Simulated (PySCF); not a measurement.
**Radial density of Bi²⁺ (bismuth, charge +2)**

UHF, [Xe] 4f14 5d10 6s2 6d1, 2D determinant (an excited configuration). Calculation: PySCF 2.14, in aug-cc-pVTZ-PP with one added diffuse shell each of d, f type with ECP60MDF (6s5p5d3f, 67 functions); scalar relativity through the core potential. This is the valence pseudo-density: the core potential removes the inner electrons and smooths the orbitals near the nucleus.

| r (bohr) | 4πr²ρ (e/bohr) | 4πr²(ρα − ρβ) |
| --- | --- | --- |
| 0.00953 | 1.713e-05 | 0.0000 |
| 0.0160 | 4.205e-05 | 0.0000 |
| 0.0270 | 8.302e-05 | 0.0000 |
| 0.0453 | 0.0001172 | 0.0000 |
| 0.0763 | 0.0002089 | 0.0000 |
| 0.128 | 0.001142 | 0.0000 |
| 0.216 | 0.01641 | 0.0000 |
| 0.363 | 0.5252 | 0.0006 |
| 0.611 | 10.89 | 0.0151 |
| 1.03 | 20.19 | 0.0400 |
| 1.73 | 5.336 | -0.0025 |
| 2.91 | 0.8064 | 0.2435 |
| 4.89 | 0.2186 | 0.2126 |
| 8.22 | 0.01596 | 0.0160 |

Energies and moments cover only the electrons outside the core potential. Spin-orbit coupling, absent here, splits the open shell strongly. The outer electron is Rydberg-like, and this basis confines it to a smaller radius and binds it less than a complete one would.

Task: Where is the radial spin density 4πr²(ρα − ρβ) most negative, and why is it negative at all?

Result: Around r = 1.73 bohr, down to -0.0025 e/bohr: exchange with the open shell polarises the paired shells in an unrestricted calculation.
